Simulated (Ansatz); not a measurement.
AlCl2Br (AlBrCl₂). Charge 0, multiplicity 1. Geometry relaxed at B3LYP-D4/def2-SVP.

```xyz
4

Al    0.025   -0.019   -0.010
Cl    1.948    0.790   -0.091
Cl   -0.277   -2.004   -0.578
Br   -1.696    1.232    0.679
```

(1) Estimate the harmonic wavenumbers at RKS B3LYP-D4/def2-SVP (Ansatz, unscaled). Is this a minimum?

Results:

(1) 123, 136, 192, 321, 567, 625 cm⁻¹. Yes, no mode is imaginary beyond noise. Zero-point energy 11.7 kJ/mol. Hardware: 4 threads of Arm Neoverse V2 on a shared host. Wall time 6 s.
